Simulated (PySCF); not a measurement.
# Ionisation energy of W⁺ by level of theory

W⁺ [Xe] 4f14 5d4 6s1 (6D) → W²⁺ [Xe] 4f14 5d4 (5D), as a difference of total energies. All numbers are calculated (PySCF 2.14, a scalar-relativistic core potential, in def2-QZVPPD with the def2 core potential (60 electrons) (7s6p4d3f2g, 84 functions)). Correlated levels: valence and next inner shell: nothing frozen outside the core potential. The calculations carry no spin-orbit coupling.

| method | ionisation energy (eV) |
| --- | --- |
| UHF | 14.961 |
| MP2 (valence and next inner shell) | 15.913 |
| SCS-MP2 (valence and next inner shell) | 15.543 |
| CCSD (valence and next inner shell) | 15.797 |
| CCSD(T) (valence and next inner shell) | 15.854 |

Problem. How much does correlation contribute at CCSD(T) (valence and next inner shell)?

Solution. 15.854 − (14.961) = 0.893 eV, measured against UHF.

The reference lies between the lowest fine-structure levels, while these numbers refer to the centres of the terms.

Errors of the correlated levels include the incompleteness of this basis.

For comparison: 16.37 ± 0.15 eV (semi-empirical (NIST evaluation); NIST Atomic Spectra Database, ionization energies).
